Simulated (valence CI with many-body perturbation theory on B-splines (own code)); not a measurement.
## E1 transitions of Se XXX

Method: configuration interaction combined with many-body perturbation theory (CI+MBPT): three valence electrons over a frozen Dirac-Fock core [He], a basis of 11 s, 11 p, 10 d, 8 f, 5 g, 2 h functions for each j, with the one-electron correlation potential Σ1, the two-electron term Σ2, the three-electron term Σ3, Breit, model QED; selected CI, second order for the rest, scaled by the run's own slope (own B-spline code, finite nucleus).

The last digits are not significant, and no measured levels were compared; by estimate large intervals hold to a few tenths of a per cent, small ones and those within an open d or f shell to about a per cent.

Lines 1 to 50 of 593 in falling wavelength, among levels below 198.69 Ry, chosen from the strongest by gf and those to the six lowest levels. Wavelengths and rates use the calculated energies. Electric multipoles are in the length gauge, E1 and E2 with the static RPA response of the core. Weak lines are less certain than strong ones. Lines between different terms over intervals too small for the method are left out, as are lines whose strength nearly cancels. Where a level lies close to another of its J and parity, the split of strength between their lines is uncertain. The highest levels of a list are the least certain.

Levels are named by their leading jj configuration (3d3/2^4 stands for four electrons in 3d with j = 3/2), which in mixed levels can hold well under half, so a name can repeat and another be missing. Letters in brackets count levels of one name in rising energy.

```tsv
λ vac (Å)	Upper	Lower	A (s⁻¹)	S (a.u.)
2536	(2p1/2^2 4f7/2) J=7/2	(2p1/2^2 4d5/2) J=5/2	1.49e+07	9.62e-01
1998	(2s 2p1/2 4f7/2) J=7/2 [a]	(2s 2p1/2 4d5/2) J=5/2 [a]	2.90e+07	9.13e-01
1911	(2s 2p1/2 4f7/2) J=9/2	(2s 2p1/2 4d5/2) J=7/2	3.46e+07	1.19e+00
1828	(2s^2 4f7/2) J=7/2	(2s^2 4d5/2) J=5/2	3.96e+07	9.55e-01
1750	(2s 2p3/2 4f5/2) J=7/2 [a]	(2s 2p3/2 4d3/2) J=5/2 [a]	3.10e+07	6.56e-01
1689	(2p1/2^2 4f5/2) J=5/2	(2p1/2^2 4d3/2) J=3/2	4.77e+07	6.81e-01
1675	(2s 2p3/2 4f5/2) J=7/2 [b]	(2s 2p3/2 4d3/2) J=5/2 [b]	3.72e+07	6.90e-01
1657	(2s 2p3/2 4f7/2) J=9/2 [b]	(2s 2p3/2 4d5/2) J=7/2 [b]	5.31e+07	1.19e+00
1640	(2s 2p3/2 4f7/2) J=9/2 [a]	(2s 2p3/2 4d3/2) J=7/2	4.44e+07	9.66e-01
1610	(2s^2 4f5/2) J=5/2	(2s^2 4d3/2) J=3/2	5.40e+07	6.67e-01
1496	(2s 2p1/2 4f5/2) J=5/2 [a]	(2s 2p1/2 4d3/2) J=3/2 [a]	6.51e+07	6.45e-01
1453	(2s 2p1/2 4f5/2) J=7/2	(2s 2p1/2 4d3/2) J=5/2	6.28e+07	7.62e-01
1354	(2s 2p3/2 4f7/2) J=11/2	(2s 2p3/2 4d5/2) J=9/2	9.86e+07	1.45e+00
1168	(2s 2p3/2 4d5/2) J=9/2	(2s 2p3/2 4p3/2) J=7/2	2.36e+08	1.85e+00
1111	(2s 2p1/2 4d5/2) J=7/2	(2s 2p1/2 4p3/2) J=5/2	2.74e+08	1.49e+00
1107	(2p1/2^2 4d5/2) J=5/2	(2p1/2^2 4p3/2) J=3/2	2.77e+08	1.11e+00
1096	(2s 2p3/2 4d3/2) J=7/2	(2s 2p3/2 4p3/2) J=7/2	9.51e+07	4.94e-01
1080	(2s 2p3/2 4d5/2) J=5/2 [b]	(2s 2p3/2 4p3/2) J=3/2 [b]	2.51e+08	9.36e-01
1070	(2s 2p3/2 4d5/2) J=7/2 [b]	(2s 2p3/2 4p3/2) J=5/2 [b]	3.01e+08	1.46e+00
1061	(2s 2p1/2 4d5/2) J=5/2 [a]	(2s 2p1/2 4p3/2) J=3/2 [a]	2.94e+08	1.04e+00
1055	(2s 2p1/2 4p1/2) J=3/2	(2s 2p1/2 4s) J=3/2	1.68e+08	3.89e-01
1037	(2s^2 4d5/2) J=5/2	(2s^2 4p3/2) J=3/2	3.33e+08	1.10e+00
998.8	(2s 2p3/2 4p1/2) J=3/2 [b]	(2s 2p3/2 4s) J=3/2 [b]	2.08e+08	4.10e-01
976.9	(2s 2p1/2 4d5/2) J=5/2 [b]	(2s 2p1/2 4p3/2) J=3/2 [b]	3.57e+08	9.85e-01
970.1	(2s^2 4p1/2) J=1/2	(2s^2 4s) J=1/2	3.98e+08	3.58e-01
960.9	(2s 2p3/2 4d5/2) J=5/2 [a]	(2s 2p3/2 4p3/2) J=3/2 [a]	2.57e+08	6.75e-01
940.0	(2s 2p3/2 4d5/2) J=7/2 [a]	(2s 2p3/2 4p3/2) J=5/2 [a]	3.67e+08	1.20e+00
925.9	(2s 2p1/2 4d5/2) J=3/2	(2s 2p1/2 4p3/2) J=1/2	3.70e+08	5.80e-01
918.8	(2s 2p3/2 4p1/2) J=3/2 [a]	(2s 2p3/2 4s) J=5/2	3.37e+08	5.16e-01
872.6	(2s 2p3/2 4p1/2) J=5/2	(2s 2p3/2 4s) J=5/2	3.69e+08	7.26e-01
865.7	(2s 2p3/2 4d3/2) J=7/2	(2s 2p3/2 4p1/2) J=5/2	3.38e+08	8.67e-01
858.7	(2s 2p3/2 4d3/2) J=5/2 [a]	(2s 2p3/2 4p1/2) J=5/2	2.79e+08	5.24e-01
854.9	(2s 2p3/2 4d5/2) J=3/2 [a]	(2s 2p3/2 4p3/2) J=3/2 [a]	3.01e+08	3.72e-01
829.5	(2p1/2^2 4p3/2) J=3/2	(2s 2p3/2 4p3/2) J=1/2 [b]	3.16e+08	3.56e-01
820.2	(2s 2p3/2 4p3/2) J=3/2 [a]	(2s 2p3/2 4s) J=3/2 [a]	4.69e+08	5.11e-01
818.1	(2s 2p3/2 4d3/2) J=5/2 [a]	(2s 2p3/2 4p1/2) J=3/2 [a]	2.78e+08	4.51e-01
814.9	(2s 2p1/2 4p1/2) J=1/2 [b]	(2s 2p1/2 4s) J=3/2	6.73e+08	3.60e-01
808.6	(2s 2p1/2 4d3/2) J=5/2	(2s 2p1/2 4p1/2) J=3/2	5.03e+08	7.88e-01
808.5	(2s 2p3/2 4d3/2) J=3/2 [b]	(2s 2p3/2 4p1/2) J=1/2	3.52e+08	3.67e-01
799.8	(2s 2p3/2 4d3/2) J=5/2 [b]	(2s 2p3/2 4p1/2) J=3/2 [b]	5.97e+08	9.05e-01
797.9	(2s 2p1/2 4d3/2) J=3/2 [a]	(2s 2p1/2 4p1/2) J=1/2 [a]	6.02e+08	6.04e-01
788.0	(2p1/2^2 4d3/2) J=3/2	(2p1/2^2 4p1/2) J=1/2	5.51e+08	5.32e-01
786.0	(2s 2p1/2 4p3/2) J=1/2	(2s 2p1/2 4s) J=1/2 [b]	7.04e+08	3.37e-01
784.7	(2s 2p3/2 4d3/2) J=3/2 [a]	(2s 2p3/2 4p1/2) J=3/2 [a]	4.59e+08	4.38e-01
777.2	(2s^2 4d3/2) J=3/2	(2s^2 4p1/2) J=1/2	6.55e+08	6.07e-01
769.9	(2s 2p3/2 4d3/2) J=1/2 [a]	(2s 2p3/2 4p1/2) J=3/2 [a]	6.25e+08	2.81e-01
733.2	(2s 2p3/2 4p3/2) J=5/2 [b]	(2s 2p3/2 4s) J=3/2 [b]	9.05e+08	1.06e+00
728.9	(2s 2p1/2 4p3/2) J=3/2 [b]	(2s 2p1/2 4s) J=1/2 [b]	6.33e+08	4.84e-01
720.1	(2s 2p3/2 4p3/2) J=7/2	(2s 2p3/2 4s) J=5/2	9.76e+08	1.44e+00
704.4	(2s 2p3/2 4p3/2) J=5/2 [a]	(2s 2p3/2 4s) J=3/2 [a]	7.11e+08	7.36e-01
```
